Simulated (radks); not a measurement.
Values are calculated unless marked as measured or tabulated.
Task: These are the eigenvalues of the occupied orbitals of an atom or ion with whole-number occupations (hartree). Code: a radial shooting solver on a logarithmic mesh with Libxc functionals. Model: scalar-relativistic Kohn-Sham, LDA (Slater exchange, Perdew-Wang correlation), spin-polarised, spherical densities, finite nucleus; Fermi nuclear charge, rms radius of each element as measured or else 0.836 A^(1/3) + 0.57 fm.

1s up: -217.8466
1s down: -217.8465
2s up: -26.79050
2s down: -26.74901
2p up: -22.91533
2p down: -22.88311
3s up: -4.90403
3s down: -4.81330
3p up: -3.83915
3p down: -3.75056
3d up: -2.17895

Which element is it, and in what charge state? The configuration may be excited. Open shells, if any, are filled with parallel spins first.

Result: Z = 24, chromium, charge +4: Cr4+ in [Ar] 3d2. The list shows which subshells hold electrons but not how many an open one holds; the 1s level, -217.85 hartree, gives Z - s = 20.9 by -(Z - s)^2/2, which with screening and relativity narrows Z to a few neighbours, and the depths of the outer levels then fix element, charge and occupations together.
